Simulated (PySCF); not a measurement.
**Ionisation energy of Nb³¹⁺ by level of theory**

Nb³¹⁺ [Ne] → Nb³²⁺ [He] 2s2 2p5 [2p1/2^2 2p3/2^3, M_J = 3/2], as a difference of total energies. Calculation: PySCF 2.14, in an uncontracted even-tempered set (17 s from 12 bohr⁻², ratio 2.4; 12 p from 15 bohr⁻², ratio 2.4; 5 d from 61 bohr⁻², ratio 2.6; 4 f from 92 bohr⁻², ratio 2.6); the two-component X2C-1e Hamiltonian. Correlated levels: nothing frozen; the 32 highest virtual spinors dropped. "Screened" scales the spin-orbit matrix elements by Boettger's factors to mimic the two-electron term; Breit and QED terms are absent.

| method | ionisation energy (eV) |
| --- | --- |
| GHF (spin-free) | 4049.2 |
| GMP2 (spin-free) | 4050.6 |
| GHF (screened spin-orbit) | 4017.0 |
| GMP2 (screened spin-orbit) | 4018.5 |

For this ion Breit and QED terms and the two-electron picture change, all absent here, outweigh the correlation shift from GHF to GMP2.

The spin-free rows lack the spin-orbit shift.

For comparison: 4020.1 ± 2.2 eV (semi-empirical (NIST evaluation); NIST Atomic Spectra Database, ionization energies).
